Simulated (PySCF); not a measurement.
**C₆ coefficients of unlike pairs at PBE**

Calculated with PySCF 2.14 from the dipole response of each species, C₆(A,B) = (3/π) ∫ α_A(iu) α_B(iu) du, in atomic units, from isotropic polarisabilities. For ions this is the dispersion term alone; charge-induced terms of lower order in 1/R come first.

| species | configuration | basis | relativity | α (bohr³) | C₆ (like pair) |
| --- | --- | --- | --- | --- | --- |
| Br³⁺ | [Ar] 3d10 4s2 4p2 (3P) | aug-cc-pV5Z-PP with ECP10MDF (8s7p6d4f3g2h) | core potential | 6.022 | 22.54 |
| Al⁺ | [Ne] 3s2 (1S) | aug-cc-pwCVDZ (6s5p3d) | none | 24.24 | 122.8 |
| Ne²⁺ | [He] 2s2 2p4 (3P) | aug-cc-pVQZ with one added diffuse shell each of s, p, d, f, g type (7s6p5d4f3g) | none | 0.8728 | 1.110 |
| Ar⁺ | [Ne] 3s2 3p5 (2P) | aug-cc-pVTZ-DK (6s5p3d2f) | spin-free X2C | 6.998 | 31.93 |

Q: Estimate C₆ for Al⁺ with Br³⁺.

A: The integral gives 46.01. The combination rule 2 C_A C_B / (C_A α_B/α_A + C_B α_A/α_B) gives 45.65 and the geometric mean 52.60.

No spin-orbit coupling is included.

The other pairs:

| pair | C₆ |
| --- | --- |
| Ar⁺, Al⁺ | 54.20 |
| Ne²⁺, Al⁺ | 7.915 |
| Ar⁺, Ne²⁺ | 5.462 |
| Ne²⁺, Br³⁺ | 4.594 |
| Ar⁺, Br³⁺ | 26.80 |
